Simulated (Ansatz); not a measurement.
A made-up structure of NaZnNH (charge -1), singlet:

```csv
atom,x (Å),y (Å),z (Å)
N1,-1.4055,0.5598,-0.8232
Zn2,0.2934,-0.1907,-0.0161
Na3,3.0564,-1.5758,0.8770
H4,-1.9443,1.2068,-0.0377
```

It is relaxed with PBE-D4/def2-SVPD and then PBE0-D4/def2-TZVPD (Ansatz 0.2.0). Atoms count as bonded within 1.22 times the sum of their covalent radii (H–H: 0.88 Å). The end point is not checked to be a true minimum.

**Question.** Does its bonding change? (Judge from chemistry; the calculation decides.)

**Answer.** By the calculation: No: no bond forms or breaks.

Where it ends: The first stage lowers the energy by 0.54 eV in 7 steps. It ends as NaZnNH ([NH][Zn][Na]), total charge -1:
```
4
angstrom
N -1.2548 0.4999 -0.7346
Zn 0.2621 -0.1702 -0.0140
Na 2.7290 -1.4074 0.7822
H -1.7362 1.0776 -0.0336
```

Labels in which every atom is bracketed show which atoms are joined, not bond orders.

For scale, one of the runs: PBE0-D4/def2-TZVPD relaxation, 132 basis functions, launched by `ansatz run in.yaml --threads 2 --pin off --events-out ev --progress --plain --max-ram 4352MiB`. Hardware: 2 CPU threads of an Arm Neoverse V1, shared host. Wall time about 26 s.
